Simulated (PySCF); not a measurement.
A structure optimised at PBE-D3(BJ)/def2-SVP, used in a PySCF frequency run:

```xyz
11

C     -1.9956     1.0849    -0.2826
Ge    -0.6485    -0.1939     0.2934
O      0.4140    -0.8249    -1.0745
Si     1.7806    -0.0697    -0.3811
O      0.8975     0.5851     0.9267
H     -2.4498     1.5733     0.6018
H     -1.5250     1.8503    -0.9274
H     -2.7902     0.5605    -0.8491
H     -1.1595    -1.3318     1.2185
H      2.3879     0.9815    -1.2684
H      2.8413    -1.0439     0.0491
```
Charge 0, spin multiplicity 1.

Task: Write its SMILES and formula.

Result: [CH3][GeH]1[O][SiH2][O]1, CH₆GeO₂Si

Task: What are its rotational constants (standard atomic weights)?

Result: 5.9337, 1.9827, 1.8538 GHz
